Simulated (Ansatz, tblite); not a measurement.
Removing and adding an electron: Cd6H18Se6. The state is a singlet with charge 0. Geometry: r2SCAN-D4/def2-SVP. Ansatz, gas phase; energy differences of separate SCF runs; the oxidised species was run as a doublet alone; the reduced species was run as a doublet alone.

```xyz
30

Se    2.6359    1.1790    2.2902
Cd    0.6798   -0.3401    3.3251
Cd   -1.9949    2.7612    0.2596
Se   -1.7876    0.4290    1.5732
Se    1.5900   -2.5603    2.1218
Cd   -3.1401   -1.3417    0.0757
Cd    2.9647    1.6538   -0.3312
Se    0.0312    2.0167   -1.3366
Se    3.4592   -0.9292   -0.8691
Cd    1.6866   -2.9174   -0.5368
Cd   -1.0889    0.4487   -3.2061
Se   -0.9858   -1.6228   -1.5015
H     0.1075    3.4113    1.9280
H     2.2183    2.5091    2.7549
H    -0.2151   -0.1542    4.7504
H    -0.3127    4.0417    2.0097
H    -3.0284    4.0796    0.3332
H    -2.8005    0.6650    2.6144
H     0.5341   -3.5161    2.4838
H    -1.7153   -3.1175    1.6355
H    -2.4027   -3.4442    1.6735
H    -4.7080   -1.9362    0.0635
H     3.4643    3.0563   -1.1375
H     0.1625    3.2515   -2.1263
H     3.5464   -0.8874   -2.3355
H     1.5488   -0.2684   -3.5867
H     1.4062   -4.3035   -1.4679
H    -1.6999    0.6896   -4.7489
H     1.3396   -0.1774   -4.3138
H    -1.4951   -2.6759   -2.3944
```

In the def2 sets Cd takes a core potential; there is no spin–orbit coupling. The xTB rows come from tblite. B3LYP takes the VWN-RPA correlation. Single mean-field runs in def2-TZVP are fitted with def2-universal-jkfit. In the singlet geometry the species has come apart into loosely held pieces. In the singlet, H13 and H16 lie 0.76 Å apart, H20 and H21 lie 0.76 Å apart, H26 and H29 lie 0.76 Å apart (atoms count from 1), so H2 has formed as a molecule. In the doublet geometry the species has come apart into loosely held pieces.

```tsv
level	−HOMO (eV)	vertical IE (eV)	−LUMO (eV)	vertical EA (eV)	HOMO–LUMO gap (eV)	IE − EA (eV)	remarks
GFN1-xTB	9.40	11.22	6.38	5.03	3.02	6.19	–
GFN2-xTB	10.19	11.93	7.40	5.62	2.79	6.31	–
B3LYP-D4/def2-TZVP	6.77	8.15	2.02	0.93	4.74	7.22	HOMO above zero (-1 doublet)
```

Question: Estimate the rows for PBE-D4/def2-TZVP, PBE0-D4/def2-TZVP.

Answer: 
```csv
level,−HOMO (eV),vertical IE (eV),−LUMO (eV),vertical EA (eV),HOMO–LUMO gap (eV),IE − EA (eV),remarks
PBE-D4/def2-TZVP,5.95,–,2.45,1.00,3.50,–,HOMO above zero (-1 doublet)
PBE0-D4/def2-TZVP,7.00,8.23,1.84,0.89,5.16,7.33,HOMO above zero (-1 doublet)
```

Relaxing the reduced species (r2SCAN-D4/def2-SVP) changes its energy by -1.30 eV at PBE-D4/def2-TZVP, so the adiabatic electron affinity to this nearest minimum is 2.30 eV. At PBE0-D4/def2-TZVP it is 2.26 eV. In the charge -1 doublet, H13 and H16 lie 0.76 Å apart, H26 and H29 lie 0.76 Å apart, H20 and H21 lie 0.76 Å apart (atoms count from 1), so H2 has formed as a molecule. Run but left out: PBE-D4/def2-TZVP (charge +1 doublet: an occupied level 0.06 eV above an empty one).   A HOMO above zero means that the electron is unbound at that level or that self-interaction error raises the level; the energy of removing that electron tells which. Raw xTB energy differences between charge states are shifted by several eV; the methods need an empirical correction for them. Sets without diffuse functions give affinities that are too small.
